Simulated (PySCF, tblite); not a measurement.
Species: C6H11NOSi.
Cartesian coordinates in Å at the GFN2-xTB level; atoms count from 1:
```
atom  x, y, z in Å
C1     2.6850    0.2138    0.8640
C2     1.9733    1.2465   -0.0058
Si3    1.1102    0.4791   -1.5216
C4    -0.1055   -0.8323   -0.9342
C5    -1.2422   -0.5740   -0.2690
C6    -1.5939    0.7670    0.0368
N7    -1.8753    1.8499    0.2918
O8    -2.0735   -1.5806    0.1292
C9    -3.2640   -1.2122    0.7882
H10    1.9808   -0.5294    1.2336
H11    3.4547   -0.3028    0.2942
H12    3.1586    0.6890    1.7221
H13    1.2361    1.7777    0.5996
H14    2.6969    1.9937   -0.3350
H15    0.4100    1.5211   -2.2780
H16    2.0824   -0.2130   -2.3752
H17    0.0980   -1.8766   -1.1262
H18   -3.7797   -2.1441    1.0127
H19   -3.0584   -0.6738    1.7188
H20   -3.8988   -0.5882    0.1510
```

Computed, not measured: PBE0/pcSseg-1 in PySCF (dipole) on a GFN2-xTB geometry, gas phase.

Take the most abundant isotopes and a rigid rotor. The values belong to one conformer with, in the numbering `[CH3:1][CH2:2][SiH2:3]/[CH:4]=[C:5](\[C:6]#[N:7])[O:8][CH3:9]`, C1–C2–Si3–C4 57°, C2–Si3–C4–C5 70°, C4–C5–O8–C9 -178°.

Problem. What are A, B and C (MHz)?

Solution. Ia = 229.44, Ib = 672.93, Ic = 711.08 u·Å²; 505379 MHz·u·Å²/I gives A = 2203, B = 751.0, C = 710.7 MHz.

Problem. What kind of rotor is it?

Solution. A near-prolate asymmetric top: κ = (2 × 751.0 − 2203 − 710.7)/(2203 − 710.7) = -0.95.

Problem. What does the inertial defect say?

Solution. Not planar: Δ = Ic − Ia − Ib = -191.28 u·Å². For a rigid frame Δ = −2 Σ m c², so Σ m c² = 95.64 u·Å² lies off the ab plane: 22.37 from hydrogen and 73.27 from heavier atoms. The atom farthest from that plane is 2.50 Å away.

Problem. Give the other two planar moments, Paa and Pbb, and the rms extents of the mass along the axes.

Solution. Paa = Σ m a² = (Ib + Ic − Ia)/2 = 577.29 and Pbb = Σ m b² = (Ia + Ic − Ib)/2 = 133.80 u·Å². With the mass M = 141.06 u, the rms extents √(P/M) along a, b and c are 2.02, 0.97, 0.82 Å.

Problem. List the rotational levels J(Ka,Kc) to J = 4 (cm⁻¹).

Solution. Above 0(0,0):
J = 1: 1(0,1) 0.0488, 1(1,1) 0.0972, 1(1,0) 0.0985
J = 2: 2(0,2) 0.1462, 2(1,2) 0.1934, 2(1,1) 0.1974, 2(2,1) 0.3427, 2(2,0) 0.3427
J = 3: 3(0,3) 0.2924, 3(1,3) 0.3376, 3(1,2) 0.3457, 3(2,2) 0.4889, 3(2,1) 0.4891, 3(3,1) 0.7344, 3(3,0) 0.7344
J = 4: 4(0,4) 0.4872, 4(1,4) 0.5299, 4(1,3) 0.5433, 4(2,3) 0.6839, 4(2,2) 0.6844, 4(3,2) 0.9295, 4(3,1) 0.9295, 4(4,1) 1.2731, 4(4,0) 1.2731
The levels of one J sum to (2J + 1)J(J + 1)(A + B + C)/3.

Problem. Which lines would a microwave search look for?

Solution. The dipole components are |μa| = 0.82 D, |μb| = 1.77 D, |μc| = 0.69 D. Intensities carry the squares of the components, which stand as 0.22 : 1.00 : 0.15 (a : b : c). Some lines, for components of 0.1 D or more:

```
type  branch         J(Ka,Kc)    MHz  lower level (cm⁻¹)
   c       Q  2(1,2) ← 2(0,2)   1412               0.146
   c       Q  1(1,1) ← 1(0,1)   1452               0.049
   a       R  1(0,1) ← 0(0,0)   1462               0.000
   b       Q  2(1,1) ← 2(0,2)   1533               0.146
   b       R  1(1,1) ← 0(0,0)   2913               0.000
   a       R  2(0,2) ← 1(0,1)   2923               0.049
   c       R  1(1,0) ← 0(0,0)   2954               0.000
   c       Q  3(2,2) ← 3(1,2)   4295               0.346
   a       R  3(0,3) ← 2(0,2)   4382               0.146
   a       R  3(2,2) ← 2(2,1)   4385               0.343
   b       Q  2(2,1) ← 2(1,2)   4476               0.193
   c       R  3(1,2) ← 2(0,2)   5978               0.146
   c       R  2(2,0) ← 1(1,0)   7320               0.099
   b       Q  3(3,0) ← 3(2,1)   7356               0.489
   b       R  3(3,0) ← 2(2,1)  11745               0.343
```

Problem. Estimate the classical rotational partition function at 25 K, 100 K and 298.15 K.

Solution. Point group C1, symmetry number σ = 1; q = (√π/σ)·√((kT/h)³/(ABC)), k/h = 20836.6 MHz/K: 19400 at 25 K, 155000 at 100 K, 800000 at 298.15 K.

Its GFN2-xTB frequencies are all real (lowest 24 cm⁻¹). Zero-point vibration and centrifugal distortion are left out. A rigid rotor knows nothing of internal rotation, which can split or shift real lines. Quadrupole hyperfine structure (14N) is left out.
